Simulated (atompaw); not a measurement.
# Reading a pseudo-wave (lanthanum)

Columns: radius, all-electron u(r) and pseudo u(r) of the 4f shell (level -7.40 eV) of lanthanum in the configuration [Kr] 4d10 4f0 5s2 5p6 5d1 6s1.5 6p0; LDA (PW92), scalar-relativistic, PAW (atompaw) scheme, atompaw 4.2.0.5.

```json
{"r (bohr)": "0.115", "all-electron": "0.0536", "pseudo": "0.0002"}
{"r (bohr)": "0.231", "all-electron": "0.2794", "pseudo": "0.0028"}
{"r (bohr)": "0.346", "all-electron": "0.5450", "pseudo": "0.0133"}
{"r (bohr)": "0.462", "all-electron": "0.7500", "pseudo": "0.0387"}
{"r (bohr)": "0.577", "all-electron": "0.8678", "pseudo": "0.0842"}
{"r (bohr)": "0.692", "all-electron": "0.9152", "pseudo": "0.1514"}
{"r (bohr)": "0.808", "all-electron": "0.9145", "pseudo": "0.2378"}
{"r (bohr)": "0.923", "all-electron": "0.8844", "pseudo": "0.3334"}
{"r (bohr)": "1.038", "all-electron": "0.8380", "pseudo": "0.4268"}
{"r (bohr)": "1.154", "all-electron": "0.7829", "pseudo": "0.5061"}
{"r (bohr)": "1.269", "all-electron": "0.7255", "pseudo": "0.5599"}
{"r (bohr)": "1.385", "all-electron": "0.6677", "pseudo": "0.5839"}
{"r (bohr)": "1.500", "all-electron": "0.6123", "pseudo": "0.5785"}
{"r (bohr)": "1.615", "all-electron": "0.5599", "pseudo": "0.5508"}
{"r (bohr)": "1.731", "all-electron": "0.5106", "pseudo": "0.5097"}
{"r (bohr)": "1.846", "all-electron": "0.4654", "pseudo": "0.4655"}
{"r (bohr)": "1.962", "all-electron": "0.4235", "pseudo": "0.4235"}
{"r (bohr)": "2.077", "all-electron": "0.3855", "pseudo": "0.3855"}
{"r (bohr)": "2.192", "all-electron": "0.3509", "pseudo": "0.3509"}
{"r (bohr)": "2.308", "all-electron": "0.3192", "pseudo": "0.3192"}
{"r (bohr)": "2.423", "all-electron": "0.2908", "pseudo": "0.2908"}
{"r (bohr)": "2.538", "all-electron": "0.2649", "pseudo": "0.2649"}
{"r (bohr)": "2.654", "all-electron": "0.2413", "pseudo": "0.2413"}
{"r (bohr)": "2.769", "all-electron": "0.2201", "pseudo": "0.2201"}
{"r (bohr)": "2.885", "all-electron": "0.2008", "pseudo": "0.2008"}
{"r (bohr)": "3.000", "all-electron": "0.1835", "pseudo": "0.1835"}
```

Task: How many radial nodes do the two functions have?

Result: The all-electron 4f function has n − l − 1 = 0; the pseudo-wave has 0.

Task: At about which radius was the pseudo-wave matched?

Result: 1.95 bohr, where the columns begin to agree (steps of 0.12 bohr).

Task: Is the pseudo-wave norm-conserving?

Result: No, it belongs to a PAW set: the norm inside the radius is not constrained, and the difference is carried by the augmentation charge.
